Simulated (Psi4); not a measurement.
Relaxed torsion scan: CH7ClSi2, SMILES C[SiH2][SiH2]Cl. Scanned: dihedral C1–Si2–Si3–Cl4; all other coordinates were relaxed at B3LYP-D3(BJ)/def2-SVP. Points at φ and −φ are mirror images. Heavy atoms are numbered in the order of the SMILES C[SiH2][SiH2]Cl, hydrogens after them in the order of the atoms that carry them; the mirror image has the same energies with the sign of each dihedral reversed.

PBE/def2-TZVP // B3LYP-D3(BJ)/def2-SVP (Psi4); PBE-D3(BJ)/def2-TZVP // B3LYP-D3(BJ)/def2-SVP (Psi4); M06-2X/def2-TZVP // B3LYP-D3(BJ)/def2-SVP (Psi4); MP2/cc-pVTZ = DF-MP2 (frozen core)/cc-pVTZ // B3LYP-D3(BJ)/def2-SVP (Psi4).

Energies relative to the lowest point of each profile, in kcal/mol; the last columns give the difference from MP2:

```tsv
φ / °	PBE/def2-TZVP	PBE-D3(BJ)/def2-TZVP	M06-2X/def2-TZVP	MP2/cc-pVTZ	PBE/def2-TZVP − MP2/cc-pVTZ	PBE-D3(BJ)/def2-TZVP − MP2/cc-pVTZ	M06-2X/def2-TZVP − MP2/cc-pVTZ
-150	0.68	0.87	0.98	0.99	-0.31	-0.12	-0.02
-120	1.11	1.30	1.41	1.47	-0.35	-0.16	-0.06
-90	0.54	0.68	0.78	0.76	-0.22	-0.08	0.02
-60	0.00	0.00	0.00	0.00	0.00	0.00	0.00
-30	0.35	0.30	0.30	0.35	0.00	-0.05	-0.06
0	0.81	0.74	0.65	0.78	0.03	-0.04	-0.13
30	0.35	0.30	0.30	0.35	0.00	-0.05	-0.06
60	0.00	0.00	0.00	0.00	0.00	0.00	0.00
90	0.54	0.68	0.78	0.76	-0.22	-0.08	0.02
120	1.11	1.30	1.41	1.47	-0.35	-0.16	-0.06
150	0.68	0.87	0.98	0.99	-0.31	-0.12	-0.02
180	0.22	0.42	0.54	0.50	-0.28	-0.08	0.04
```

PBE/def2-TZVP is furthest from MP2/cc-pVTZ at -120 (-0.35 kcal/mol, below); its mean absolute difference over the points is 0.17 kcal/mol.

PBE-D3(BJ)/def2-TZVP is furthest from MP2/cc-pVTZ at -120 (-0.16 kcal/mol, below); its mean absolute difference over the points is 0.08 kcal/mol.

M06-2X/def2-TZVP is furthest from MP2/cc-pVTZ at 0 (-0.13 kcal/mol, below); its mean absolute difference over the points is 0.04 kcal/mol.
